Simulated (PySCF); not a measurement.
**Exercise with solution: oscillator strength and radiative lifetime**

SiF2Cl2, SMILES Cl[Si](F)(F)Cl.

Geometry: B3LYP-D3(BJ)/def2-SVP.

TDDFT-PBE0/def2-SVPD (PySCF) puts the first singlet state with f over 0.02 at 7.89 eV (vertical), with the transition dipole (-0.458, 0.000, 0.000) in atomic units.

Question: Find the oscillator strength, the wavelength and the radiative lifetime that this transition would have in vacuum if emission retraced absorption.

Answer: 
|μ|² = 0.2098 au, so |μ| = 1.16 D. ΔE = 7.89/27.211 = 0.2900 hartree. f = (2/3) ΔE |μ|² = 0.041 (the program prints 0.041).
λ = 1239.84/7.89 = 157 nm; ν = 63637 cm⁻¹.
Einstein's coefficient A = 0.6670 ν² f s⁻¹ (ν in cm⁻¹) = 1.1e8 s⁻¹, so τ = 1/A = 9.1 ns. This state is S1. The figure is the radiative limit of this one transition; relaxation, internal conversion, crossing to triplets and a medium change what is measured.
